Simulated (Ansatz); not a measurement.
## Ligand exchange: CF4 + C2H6F2Si2 → SiH3(CF3) + C2H3F3Si

Species: CF4 (tetrafluoromethane) `FC(F)(F)F`, singlet; C2H6F2Si2 `C=C[Si](F)(F)[SiH3]`, singlet; SiH3(CF3), singlet; C2H3F3Si `C=C[Si](F)(F)F`, singlet. The partners trade F for SiH3: C–F and Si–SiH3 bonds give way to C–SiH3 and Si–F.

Shapes, held fixed at every level: PBE0-D4/def2-TZVP. Flexible molecules stand in one conformer, not always the lowest. Programs: Ansatz 0.2.0. Electronic energies: no zero-point or thermal term.

```csv
level,kind,ΔE (kJ/mol),less CCSD(T)/CBS estimate
B3LYP-D4/def2-TZVPP,global hybrid,-166.5,+7.1
PBE0-D4/def2-TZVPP,global hybrid,-145.5,+28.1
wB97M-V/def2-TZVPP,range-separated hybrid,-168.0,+5.6
wB97X-V/def2-TZVPP,range-separated hybrid,-159.2,+14.4
B2PLYP/def2-TZVPP,double hybrid,-172.1,+1.5
CCSD(T)/def2-TZVPP,coupled cluster or CI,-164.8,+8.8
CCSD(T)/CBS estimate,coupled cluster or CI,-173.6,0.0
```

The highest level, CCSD(T)/CBS estimate, gives ΔE = -173.6 kJ/mol; the levels span -173.6 to -145.5. The column of differences is taken from that level and isn't an error. No measured value is set beside it here. The CBS estimate extrapolates MP2 from def2-TZVPP and def2-QZVPP and adds CCSD(T) − MP2 in the triple-zeta set, cores frozen.
